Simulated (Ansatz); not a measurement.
Calculated with Ansatz (gas phase, PBE0-D4/def2-TZVP geometries, no zero-point term in ΔE). CCSD(T)/CBS adds triple-zeta CCSD(T) − MP2 to the extrapolated MP2 energy (def2 sets, frozen cores). This one scheme is used for every species. DFT in def2-TZVPP. def2 core potentials past Kr. For I outer-core shells are correlated without core-valence functions, which leaves a few kJ/mol of doubt a bond. One conformer a species, not always the lowest.

`C[SiH](O)[SiH](O)O` + `[SiH3]I` → `C[SiH](O)I` + `O[SiH](O)[SiH3]`  (redistribution)

`C[SiH](O)[SiH](O)O`:

```xyz
14

C    -2.022    0.685   -0.429
Si   -0.422   -0.232   -0.726
O     0.612    0.631   -1.712
Si    0.934   -0.413    1.182
O     1.577   -1.929    1.167
O     2.060    0.785    1.053
H    -1.841    1.658    0.033
H    -2.667    0.107    0.241
H    -2.571    0.845   -1.361
H    -0.746   -1.544   -1.360
H     0.380    0.731   -2.636
H     0.282   -0.170    2.498
H     2.143   -2.180    1.899
H     2.280    1.026    0.149
```

`[SiH3]I`:

```xyz
5

Si    0.199    0.050   -0.023
I    -2.152   -0.540    0.248
H     1.025   -1.086    0.448
H     0.475    1.261    0.784
H     0.453    0.315   -1.458
```

`C[SiH](O)I`:

Cartesian coordinates in Å:
```
C 0.605 -1.030 0.219
Si -0.578 0.307 -0.282
O 0.156 1.609 -0.952
I -1.821 1.000 1.724
H 0.060 -1.890 0.615
H 1.187 -1.354 -0.649
H 1.294 -0.679 0.990
H -1.563 -0.154 -1.283
H 0.660 2.191 -0.381
```

`O[SiH](O)[SiH3]`:

Z-matrix (Å, degrees):
```
Si
O 1 1.647
Si 1 2.344 2 104.5
O 1 1.648 2 112.8 3 -122.1
H 1 1.486 2 110.8 3 123.0
H 2 0.959 1 117.7 3 -172.2
H 3 1.487 1 111.3 2 55.4
H 3 1.490 1 109.9 2 -65.1
H 3 1.489 1 110.0 2 175.9
H 4 0.959 1 117.5 2 65.5
```

```json
{"level": "B2PLYP", "ΔE (kJ/mol)": "-24.6"}
{"level": "PBE", "ΔE (kJ/mol)": "-26.0"}
{"level": "r2SCAN", "ΔE (kJ/mol)": "-27.8"}
{"level": "HF/def2-TZVPP", "ΔE (kJ/mol)": "-23.3"}
{"level": "MP2/def2-TZVPP", "ΔE (kJ/mol)": "-26.2"}
{"level": "CCSD/def2-TZVPP", "ΔE (kJ/mol)": "-24.2"}
{"level": "MP2/def2-QZVPP", "ΔE (kJ/mol)": "-26.4"}
{"level": "MP2/CBS(def2)", "ΔE (kJ/mol)": "-26.4"}
```

**Question.** What does CCSD(T)/CBS give? (An estimate is asked.)

**Answer.** The calculation gave: -24.9 kJ/mol. The listed levels differ from it by 0.3, -1.1, -2.9, 1.6, -1.3, 0.7, -1.5, -1.5 kJ/mol.

Largest T1 diagnostic among the species: 0.013.
